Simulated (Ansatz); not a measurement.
```yaml
crystal:
  periodic: [false, false, false]
  atoms:
    - {symbol: B, position_ang: [0.443980, -2.380450, 0.952929]}
    - {symbol: S, position_ang: [1.826740, -0.721005, 0.501661]}
    - {symbol: C, position_ang: [0.552649, 0.955372, -0.484262]}
    - {symbol: C, position_ang: [-0.433227, 0.380104, -1.970504]}
    - {symbol: F, position_ang: [1.721674, 2.122322, -1.005255]}
    - {symbol: Ga, position_ang: [-0.484951, 1.511370, 1.725364]}
    - {symbol: H, position_ang: [-0.982964, -2.372829, 0.533974]}
    - {symbol: H, position_ang: [1.056960, -3.514182, 1.698734]}
    - {symbol: H, position_ang: [-1.337534, -0.573489, -1.613331]}
    - {symbol: H, position_ang: [-1.117235, 1.440849, -2.493038]}
    - {symbol: H, position_ang: [0.390831, -0.125908, -2.937871]}
    - {symbol: H, position_ang: [-2.100413, 0.519058, 2.206479]}
    - {symbol: H, position_ang: [0.463465, 2.758775, 2.885106]}
basis:
  gaussian: {orbitals: cc-pVTZ-DK}
hamiltonian: {xc: {name: BLYP}}
output: {forces: true}
```

```sh
$ ansatz run in.yaml --threads 2 --pin off --events-out ev --progress --plain --max-ram 22528MiB --backend cuda --devices 0, --max-vram 18GiB
```

It prints (some lines left out):

```
Functional definition: BLYP
1749 factors; their error is unknown
mean field evaluation 1: about -69331.5279 eV, gradient 6.0e1 eV
mean field evaluation 2: about -69140.5601 eV, gradient 2.5e2 eV
mean field evaluation 4: about -69338.6391 eV, gradient 2.0e1 eV
mean field evaluation 8: about -69339.4052 eV, gradient 2.0e0 eV
mean field evaluation 16: about -69339.3671 eV, gradient 1.4e-2 eV
mean field -69339.36705694 eV, -2548.1747394315 hartree, gradient 1.2e-5 eV, S^2 0.000000; 0 other end points of the search recorded, 0 dependent functions left out
reference -69339.36754242 eV, -2548.1747572724 hartree; 40, 40 occupied and 255, 255 virtual orbitals, 1749 factors
Total energy: -69339.36754242 eV, -2548.1747572724 hartree
Relativity: scalar
Atom 0 at     0.443980    -2.380450     0.952929 Å, force     0.080021    -0.074046    -0.038929 eV/Å
Atom 1 at     1.826740    -0.721005     0.501661 Å, force    -3.102174    -1.034441    -0.197716 eV/Å
Atom 2 at     0.552649     0.955372    -0.484262 Å, force     0.396430     0.336546    -1.140208 eV/Å
Atom 3 at    -0.433227     0.380104    -1.970504 Å, force    -0.297807    -0.134010    -1.061698 eV/Å
Atom 4 at     1.721674     2.122322    -1.005255 Å, force    -2.756664    -2.908269     1.153250 eV/Å
Atom 5 at    -0.484951     1.511370     1.725364 Å, force     0.269919    -0.019682     0.076827 eV/Å
Atom 6 at    -0.982964    -2.372829     0.533974 Å, force     3.385076     0.071423     0.958989 eV/Å
Atom 7 at     1.056960    -3.514182     1.698734 Å, force    -1.361054     2.735244    -1.748982 eV/Å
Atom 8 at    -1.337534    -0.573489    -1.613331 Å, force     2.916730     2.965003    -0.881433 eV/Å
Atom 9 at    -1.117235     1.440849    -2.493038 Å, force     2.203225    -3.179577     1.724444 eV/Å
Atom 10 at     0.390831    -0.125908    -2.937871 Å, force    -2.482610     1.601366     3.087548 eV/Å
Atom 11 at    -2.100413     0.519058     2.206479 Å, force     1.818061     1.077323    -0.584019 eV/Å
Atom 12 at     0.463465     2.758775     2.885106 Å, force    -1.069153    -1.436879    -1.348075 eV/Å
Dipole moment:    -0.644675    -0.163782     0.086581 e Å
```

Hardware: 2 threads of an AMD EPYC 7R13 on a shared host and a share of an NVIDIA H100 80 GB. Wall time 2.7 s, peak host memory 0.87 GiB.
